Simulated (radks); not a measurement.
Problem. Radial electron density D(r) = 4 pi r^2 rho(r) of an atom or ion with 28 electrons. Method: non-relativistic Kohn-Sham, BLYP, spin-polarised, spherical densities, point nucleus; computed with a radial shooting solver on a logarithmic mesh with Libxc functionals.

```
   r/bohr * D(r) (the largest magnitude, 38.3, reaches the edge; | marks zero)
  0.00834 |           *
 0.009555 |             *
  0.01104 |                 *
  0.01264 |                    *
  0.01448 |                        *
  0.01673 |                             *
  0.01916 |                                 *
  0.02213 |                                      *
  0.02536 |                                         *
  0.02929 |                                             *
  0.03355 |                                               *
  0.03844 |                                                *
  0.04439 |                                               *
  0.05086 |                                             *
  0.05874 |                                          *
  0.06729 |                                       *
  0.07772 |                                      *
  0.08904 |                                      *
    0.102 |                                        *
   0.1178 |                                            *
    0.135 |                                                 *
   0.1559 |                                                     *
   0.1786 |                                                      *
   0.2062 |                                                   *
   0.2363 |                                            *
   0.2707 |                                    *
   0.3126 |                            *
   0.3582 |                       *
   0.4137 |                      *
   0.4739 |                        *
   0.5473 |                           *
   0.6271 |                            *
   0.7184 |                          *
   0.8297 |                     *
   0.9506 |                *
    1.098 |          *
    1.258 |      *
    1.453 |    *
    1.664 |   *
    1.907 |  *
    2.202 |  *
    2.523 | *
    2.913 | *
    3.338 |*
    3.855 |*
    4.416 *
     5.06 *
    5.843 *
    6.695 *
    7.732 *
    8.858 *
    10.23 *
    11.72 *
```

What is the nuclear charge?

Solution. Z = 28. The innermost maximum, from 1s, lies near 1/Z = 0.0357 bohr (found: 0.0384), and its height grows with Z. The density is that of neutral nickel in [Ar] 3d6 4s2 4p2; the configuration itself is not fixed sharply by these data, and Z only to about a unit. D(r) has 3 maxima, at r = 0.0384, 0.173, 0.617 bohr, and minima at 0.0822, 0.397 bohr, inside which lie 2.10, 10.75 electrons.
